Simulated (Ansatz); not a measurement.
**singlet Be: levels of theory in one basis**

A single Be atom.

Basis set: cc-pVDZ (spherical functions). All electrons are correlated. Charge 0, multiplicity 1.

Computed with Ansatz (development build ahead of 0.2.0); each method stands on the lowest determinant of its kind that the runs found.

```
                            method  E − E(RHF) (eV)  <S²> of the determinant
                               RHF             0.00                     0.00
                               UHF            -0.01                     0.12
                           RHF-MP2            -0.72                        –
                          RHF-CCSD            -1.23                        –
                       RHF-CCSD(T)            -1.23                        –
                         RHF-CCSDT            -1.23                        –
                      RHF-CCSDT(Q)            -1.23                        –
full CI (lowest root of this spin)            -1.23                        –
```

(1) What does UHF-MP2 give on the same scale?

(2) Is a single determinant a sound starting point here?

Answers

(1) -0.63 eV.

(2) Only with care. Unrestricted orbitals gain 0.01 eV and <S²> is 0.12 against 0.00 for a pure state, so spin symmetry breaks but gains little energy; restricted orbitals can still serve.

Caution for UHF, UHF-MP2: the unrestricted determinant is spin contaminated.
